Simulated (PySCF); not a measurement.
**Mn²⁺ (manganese, charge +2): UHF calculation**

Configuration: [Ar] 3d5, high-spin 6S determinant. Calculation: PySCF 2.14, in x2c-TZVPall (6s5p4d1f, 48 functions); the spin-free X2C one-electron Hamiltonian (Gaussian nucleus).

| Quantity | Value |
| --- | --- |
| Total energy | -1156.606975 hartree |
| One-electron energy | -1579.1257 hartree |
| Hartree (Coulomb) energy | 473.7366 hartree |
| Exchange energy | -51.2179 hartree |
| ⟨S²⟩ | 8.7506 |
| ⟨L²⟩ | 0.000 |
| Sum of ⟨r⟩ | 14.84 bohr |
| Sum of ⟨r²⟩ | 15.89 bohr² |
| Langevin diamagnetic susceptibility | -12.6 ×10⁻⁶ cm³/mol |
| Time after the integrals | 0.21 s of wall time on 1 thread of Neoverse-N1 (shared host) |

| shell | electrons | mean orbital energy (hartree) | rms radius, mean of both spins (bohr) |
| --- | --- | --- | --- |
| 1s α | 1 | -243.14625 | 0.0703 |
| 1s β | 1 | -243.14440 | 0.0703 |
| 2s α | 1 | -30.23663 | 0.302 |
| 2s β | 1 | -30.10487 | 0.302 |
| 2p α | 3 | -25.59562 | 0.273 |
| 2p β | 3 | -25.46325 | 0.273 |
| 3s α | 1 | -4.72991 | 0.917 |
| 3s β | 1 | -4.31632 | 0.917 |
| 3p α | 3 | -3.39084 | 0.986 |
| 3p β | 3 | -2.88790 | 0.986 |
| 3d α | 5 | -1.27942 | 1.24 |

Densities and radii are taken from the X2C orbitals without a picture-change correction, which distorts them close to the nucleus.
